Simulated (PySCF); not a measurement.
System: C$_{5}$H$_{5}$O$_{2}$, net charge 1, singlet state. It need not be the lowest isomer of its formula. SMILES: [OH+]=Cc1ccco1
Geometry from a B3LYP-D3(BJ)/def2-TZVP (Ansatz) optimisation:
```
C
C 1 1.3702
O 2 1.2996 1 120.38
H 3 0.9705 2 113.25 1 -180.00
O 1 1.3843 2 116.79 3 -180.00
C 5 1.3229 1 106.78 2 180.00
H 6 1.0791 5 116.39 1 -180.00
H 2 1.0869 3 119.94 4 0.00
C 6 1.3881 7 131.86 5 -180.00
H 9 1.0769 6 126.05 7 0.00
C 9 1.3880 10 127.86 6 180.00
H 11 1.0783 9 127.89 10 0.00
```
Charge +1, spin multiplicity 1.

Dispersion corrections to the total energy (kcal/mol) from the dftd3 and dftd4 libraries through PySCF: D3(BJ) without and D4 with the three-body term, each with the damping fitted for the functional named.

```json
[
 {"functional": "TPSSh", "D3(BJ)": "-6.91", "D4": "(withheld)"},
 {"functional": "PBE0", "D3(BJ)": "(withheld)", "D4": "-4.71"},
 {"functional": "HSE06", "D3(BJ)": "-3.84", "D4": "(withheld)"},
 {"functional": "PW6B95", "D3(BJ)": "-2.89", "D4": "-4.96"},
 {"functional": "BHLYP", "D3(BJ)": "-7.95", "D4": "-6.30"},
 {"functional": "B2GP-PLYP", "D3(BJ)": "-3.50", "D4": "-2.35"},
 {"functional": "PBE", "D3(BJ)": "-6.05", "D4": "-5.63"}
]
```

Q: Complete the blanks.

A: 
- TPSSh, D4: -6.92
- PBE0, D3(BJ): -5.17
- HSE06, D4: -4.35
